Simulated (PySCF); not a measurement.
Some computed properties have been withheld. Give your best values.

Compound: TcO3F (singlet state).
Geometry (PBE0-D3(BJ)/def2-SVP, Å), atoms numbered from 1 in this order:
```xyz
5
FO3Tc angstrom
Tc     0.0119    0.0249    0.0109
O      0.0255    0.0105    1.6675
O      1.5707    0.0586   -0.5467
O     -0.7872    1.3765   -0.5180
F     -0.8210   -1.4704   -0.6137
```

```json
{"property": "point group", "level": "PBE0-D3(BJ)/def2-SVP", "value": "?"}
{"property": "rotational constants A, B, C", "level": "PBE0-D3(BJ)/def2-SVP", "value": "?"}
{"property": "dipole moment", "level": "wB97X-D/def2-SVPD", "value": "0.47 D"}
{"property": "HOMO energy", "level": "wB97X-D/def2-SVPD", "value": "-12.40 eV"}
{"property": "LUMO energy", "level": "wB97X-D/def2-SVPD", "value": "-2.44 eV"}
{"property": "lowest singlet excitation", "level": "TDDFT wB97X-D/def2-SVPD", "value": "4.18 eV (296 nm, f = 0.001 summed over 2 states within 0.01 eV)"}
{"property": "lowest triplet excitation (Tamm–Dancoff)", "level": "TDA wB97X-D/def2-SVPD", "value": "?"}
{"property": "static isotropic polarisability", "level": "wB97X-D/def2-SVPD", "value": "?"}
```

The electronic properties come from PySCF, for the isolated species, density fitting. Atoms past krypton carry effective core potentials; spin–orbit coupling is left out.

Q: What is the static isotropic polarisability?

A: 44.3 au.

Q: Give the rotational constants A, B, C.

A: 4.330, 3.717, 3.715 GHz.

Q: What is the point group?

A: C3v.

Q: Give the lowest triplet excitation (Tamm–Dancoff).

A: 3.77 eV.

The rotational constants are those of a prolate symmetric top; the small spread among constants that symmetry makes equal is optimisation noise. The largest Löwdin shares of the HOMO are 0.33 on O4, 0.33 on O2 and 0.32 on O3. The vertical singlet–triplet gap S1 − T1 is 0.41 eV (TDDFT singlet less Tamm–Dancoff triplet). In wavenumbers S1 is 33800 cm⁻¹ (1 eV = 8065.54 cm⁻¹). With B = h/(8π²I), that is 505.379 GHz u Å² over I, the principal moments of inertia are 116.7, 136.0 and 136.1 u Å² (most abundant isotopes).
